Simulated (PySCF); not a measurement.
# How methods differ on the excitation energy of Si²⁺

Si²⁺ [Ne] 3s2 (1S) → Si²⁺ [Ne] 3s1 3d1 (3D), as a difference of total energies. Calculation: PySCF 2.14, in aug-cc-pCVTZ-DK with one added diffuse shell each of s, p, d, f type (9s8p6d4f, 91 functions); the spin-free X2C one-electron Hamiltonian (Gaussian nucleus). Correlated levels: valence: [Ne] frozen; valence and next inner shell: 1s2 frozen; nothing frozen. The calculations carry no spin-orbit coupling.

| method | excitation energy (cm⁻¹) |
| --- | --- |
| UHF | 134930 |
| LDA | 135540 |
| PBE | 133050 |
| PBE0 | 134750 |
| r2SCAN | 131850 |
| MN15 | 137500 |
| wB97X | 137510 |
| TPSSh | 133150 |
| MP2 (valence) | 140760 |
| MP2 (valence and next inner shell) | 142290 |
| SCS-MP2 (valence and next inner shell) | 144160 |
| MP2 (all electrons) | 142250 |
| SCS-MP2 (all electrons) | 144140 |

Q: Estimate what SCS-MP2 (valence) gives.

A: 142980 cm⁻¹, closest to MP2 (valence and next inner shell) among the rows shown.

Q: Estimate what BP86 gives.

A: 133220 cm⁻¹, closest to TPSSh among the rows shown.

The promoted electron is Rydberg-like, and one or two diffuse shells describe it only roughly, which tends to raise the upper state.
